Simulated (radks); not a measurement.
Values are calculated unless marked as measured or tabulated.
Numerical settings for the caesium ion Cs2+, [Kr] 4d10 5s2 5p5. Code: a radial shooting solver on a logarithmic mesh with Libxc functionals. Model: scalar-relativistic Kohn-Sham, PBE, spin-polarised, spherical densities, point nucleus; open shells are filled with parallel spins first (spin-orbit coupling, left out, can overturn this in heavy ions). The defaults (mesh step 0.008 in ln r, mesh end at 40 bohr or more with all orbitals vanishing there, Anderson mixing 0.5 over 9 steps, residual threshold near 1e-9 with the energy settled to 1e-9 hartree or 1e-11 of itself, here a cap of 54 iterations) give E = -7785.9265 hartree and 5p at -28.348 eV in 14 iterations. Run on one thread of a shared host, so times are rough (Arm Neoverse V2): 0.22 s of CPU time, 0.22 s wall, 14 iterations on 2541 mesh points. Changes against that run (0 stands for a change within the tolerance of the run):

| setting | iterations | converged | E (mhartree) | e(5p) (meV) | CPU (s) |
|---|---|---|---|---|---|
| mesh step in ln r 0.12 | 2 | no | diverged | - | 0.04 |
| mesh step in ln r 0.08 | 2 | no | diverged | - | 0.05 |
| mesh step in ln r 0.005 | 14 | yes | 0 | 0 | 0.34 |
| mesh end (bohr) 8 | 14 | yes | +0.00895 | +0.485 | 0.21 |
| mesh end (bohr) 3 | 13 | yes | +1.25e+03 | +1.15e+04 | 0.19 |
| residual threshold 1e-16 | 54 | no | 0 | 0 | 0.42 |
| residual threshold 0.01 | 10 | yes | 0 | +0.0178 | 0.17 |
| mixing 0.05 | 17 | yes | 0 | 0 | 0.26 |
| linear mixing, mixing 1 | 54 | no | +0.0239 | +3.66 | 0.9 |
| linear mixing, mixing 0.5 | 30 | yes | 0 | 0 | 0.39 |
| mixing history 2 | 18 | yes | 0 | 0 | 0.25 |
| iteration cap 5 | 5 | no | +0.666 | +51.4 | 0.1 |

Settings that end as converged yet miss the energy by more than 1 mhartree: mesh end (bohr) 3 (+1.25 hartree). A mesh that ends early acts as a hard wall.
